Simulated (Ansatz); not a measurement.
Geometry optimisation, Ansatz, RHF/cc-pVDZ.

Input file:

```yaml
crystal:
  periodic: [false, false, false]
  atoms:
    - { symbol: F, position_ang: [-1.0193, -2.3538, 0.9063] }
    - { symbol: B, position_ang: [-0.4465, -1.0965, 0.4266] }
    - { symbol: Al, position_ang: [1.3526, 0.0647, 0.0981] }
    - { symbol: Si, position_ang: [-0.5475, 0.7137, -0.382] }
    - { symbol: H, position_ang: [2.9687, 0.2671, 0.1673] }
    - { symbol: H, position_ang: [-1.2585, 1.6843, 0.5284] }
    - { symbol: H, position_ang: [-0.9883, 0.6525, -1.7903] }
basis:
  gaussian: { orbitals: cc-pVDZ }
hamiltonian:
  xc: hf
relax:
  f_tol: 0.02
  max_steps: 40
```

Launched with:

```bash
$ ansatz run input.yaml --threads 1 --pin off --max-ram 2048MiB --backend cpu --events-out ev --progress --plain --runs-dir out
```

Where does it end, and by what steps?

The run converged. After 24 steps the energy has fallen by 1.970 eV; H7 moved furthest, 1.39 Å.

| step | energy less start (eV) | largest force component (eV/Å) | accepted |
| --- | --- | --- | --- |
| 0 | 0.0000 | 6.584 | yes |
| 1 | -1.4848 | 2.654 | yes |
| 2 | -1.7121 | 0.362 | yes |
| 3 | -1.7177 | 0.054 | yes |
| 4 | -1.7181 | 0.027 | yes |
| 5 | -1.7182 | 0.021 | yes |
| 6 | -1.7186 | 0.025 | yes |
| 7 | -1.7189 | 0.035 | yes |
| 8 | -1.6650 | 1.223 | no |
| 9 | -1.7264 | 0.118 | yes |
| 10 | -1.7313 | 0.272 | yes |
| 11 | -1.7463 | 0.441 | yes |
| 12 | -1.7584 | 0.556 | yes |
| 13 | -1.7780 | 0.432 | yes |
| 14 | -1.8119 | 0.246 | yes |
| 15 | -1.8371 | 0.365 | yes |
| 16 | -1.8663 | 0.299 | yes |
| 17 | -1.9090 | 0.253 | yes |
| 18 | -1.9458 | 0.125 | yes |
| 19 | -1.9637 | 0.226 | yes |
| 20 | -1.9661 | 0.166 | yes |
| 21 | -1.9697 | 0.028 | yes |
| 22 | -1.9699 | 0.070 | yes |
| 23 | -1.9701 | 0.035 | yes |
| 24 | -1.9702 | 0.019 | yes |

```xyz
7
Properties=species:S:1:pos:R:3
F -0.969 -2.233 0.980
B -0.455 -1.162 0.390
Al 1.361 -0.197 -0.017
Si -0.887 0.732 0.171
H 2.831 0.187 -0.446
H -1.960 1.726 -0.113
H 0.141 0.880 -1.011
```

Run time: 29 s on 1 thread of Intel(R) Xeon(R) 6975P-C (Granite Rapids), on a shared host, peak memory 0.16 GiB.
